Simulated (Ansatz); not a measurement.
The molecule RuO+, multiplicity 6 (an upper state: multiplicity 4 came lower at CCSD(T)/def2-TZVPP on PBE0 minima). No spin–orbit coupling. The T1 diagnostic near the minimum is 0.062, so single-reference values are doubtful.

The constants come from a fifth-degree fit in 1/R (seven points, main isotopes). In def2 and cc sets the state is the lowest found near the PBE0 minimum, followed along R.

Programs: Ansatz (Gaussian orbitals). Each number belongs to the level named beside it. In def2 rows elements past Kr take small-core potentials, without spin–orbit coupling.

```
level               r_e (Å)  ω_e (cm⁻¹)  ω_e x_e (cm⁻¹)  α_e (cm⁻¹)
------------------  -------  ----------  --------------  ----------
PBE/def2-TZVPP        1.738         832             4.5      0.0028
PBE0/def2-TZVPP       1.723         843             5.5      0.0030
wB97X-V/def2-TZVPP    1.726         839             6.1      0.0031
CCSD/def2-TZVPP       1.738         827             4.8      0.0027
CCSD(T)/def2-TZVPP    1.748         791             2.6      0.0026
```

Correlated levels freeze the inner cores; with def2 sets outer-core shells near the valence are correlated too.

Doubts at one or more of the structures used: T1 above 0.05 (CCSD/def2-TZVPP, CCSD(T)/def2-TZVPP).

Ansatz is an electronic-structure program.
